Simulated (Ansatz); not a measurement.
Relaxation of ClFHIn (4 atoms, charge 0, multiplicity 1), to a largest force component of 0.03 eV/Å in at most 50 steps.

Level of theory: UKS PBE/def2-TZVP (Ansatz 0.2.0).

```xyz
4
Properties=species:S:1:pos:R:3
In -0.998 -1.017 -0.043
F 0.555 -0.920 -1.307
H 0.043 0.416 0.336
Cl 0.400 1.521 1.014
```

Task: Where does it end, and by what steps?

Result: The forces met the threshold. After 14 steps the energy has fallen by 1.591 eV; H3 moved furthest, 1.01 Å. Parted: In1–F2, In1–H3, H3–Cl4. Joined: In1–Cl4, F2–H3.

```
step  energy less start (eV)  largest force component (eV/Å)  accepted
   0                  0.0000                           1.959       yes
   1                 -0.5196                           1.137       yes
   2                 -0.7814                           0.786       yes
   3                 -0.9132                           1.100       yes
   4                 -1.0498                           0.545       yes
   5                 -1.1163                           0.501       yes
   6                 -1.1684                           0.390       yes
   7                 -1.2041                           0.360       yes
   8                 -1.2757                           0.815       yes
   9                 -1.3530                           0.763       yes
  10                 -1.4299                           2.371       yes
  11                 -1.5496                           0.768       yes
  12                 -1.5753                           0.398       yes
  13                 -1.5873                           0.317       yes
  14                 -1.5906                           0.012       yes
```

```xyz
4
Properties=species:S:1:pos:R:3
In -1.372 -1.011 0.288
F 0.815 -0.391 -1.058
H 0.752 0.311 -0.375
Cl -0.194 1.090 1.146
```

Time of the run: 36 s on 4 threads of Arm Neoverse N1 (shared host), peak memory 0.23 GiB.
